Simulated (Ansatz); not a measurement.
`[OH][Y]([F])[Cl]` + H–F → `[OH][Y]([F])[F]` + HCl at 400 K and 1 bar (ligand exchange at a Y–Cl bond).

Program: Ansatz. Geometries: PBE0-D4/def2-TZVP. ΔE: electronic, gas phase. CCSD(T)/CBS is the MP2 limit (def2-TZVPP, def2-QZVPP) plus CCSD(T) − MP2 in def2-TZVPP, frozen cores. This one scheme is used for every species. Elements past krypton have def2 core potentials. For Y outer-core shells are correlated without core-valence functions, which leaves a few kJ/mol of doubt a bond. Each species was taken in one conformer, which may not be the lowest.

```csv
species,CCSD(T)/CBS energy (Eh),H − E (kJ/mol),S (J/(mol·K))
`[OH][Y]([F])[Cl]`,-673.84260,67.8,379.1
H–F,-100.39570,36.5,182.2
`[OH][Y]([F])[F]`,-313.85352,68.5,361.9
HCl,-460.38127,29.6,195.4
```

H − E and S are ideal-gas, rigid-rotor, harmonic terms from PBE0-D4/def2-TZVP, for one conformer and one mirror image of each species. 1 Eh = 2625.50 kJ/mol, R = 8.31446 J/(mol·K).

Problem. By hand: ΔE, ΔH, ΔS and ΔG.

Solution. ΔE = (-313.85352) + (-460.38127) − (-673.84260) − (-100.39570) = 0.00351 Eh = 9.2 kJ/mol. Δ(H − E) = 68.5 + 29.6 − 67.8 − 36.5 = -6.2, so ΔH = 3.0 kJ/mol. ΔS = 361.9 + 195.4 − 379.1 − 182.2 = -4.0 J/(mol·K). ΔG = 3.0 − 400 × (-4.0)/1000 = 4.6 kJ/mol.

Problem. By hand: the equilibrium constant, and the temperature at which ΔG would vanish if ΔH and ΔS stayed fixed.

Solution. log₁₀ K = −ΔG/(RT ln 10) = -0.6. ΔH and −TΔS have one sign here, so there is no such temperature.

TΔS isn't small against ΔH here. The sign of ΔG lies within the doubt. A doubt of 5 kJ/mol in ΔE shifts log₁₀ K by 0.7 here. Other conformers and mirror images would add mixing entropy, several J/(mol·K) or more a flexible species. Modes under 60 cm⁻¹, often nearly free rotors, make the harmonic entropy too high. These are equilibria of isolated gas molecules and say nothing of rates. Largest T1 diagnostic: 0.015 (customary marks: 0.02 for closed shells, 0.045 for open ones).

ΔS is within the doubt of such terms, so its sign, and with it that verdict, could turn.
